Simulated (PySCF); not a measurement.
F4Ti, SMILES [Ti-]([F])([F])([F])[F] (connectivity only; charge and spin as stated), charge -1, multiplicity 2.

Geometry: PBE-D3(BJ)/def2-SVPD. The multiplicity is an assumed one; other spin states were not compared.

Calculation: PySCF 2.14.0 with PBE-D3(BJ)/def2-SVPD.

Frequencies are harmonic and unscaled.

Modes within 1.5 cm⁻¹ of each other (mostly degenerate sets) share a row, with their intensities summed.

```tsv
mode	ν (cm⁻¹)	IR (km/mol)	moving atoms (share of kinetic energy)
1	124	0.0	F 100 %
2	167	7.0	F 65 %, Ti 35 %
3–4	181	29.2	F 80 %, Ti 20 %
5	187	0.0	F 100 %
6	544	0.0	F 100 %
7	551	136.2	F 74 %, Ti 26 %
8–9	617	521.5	F 58 %, Ti 42 %
```
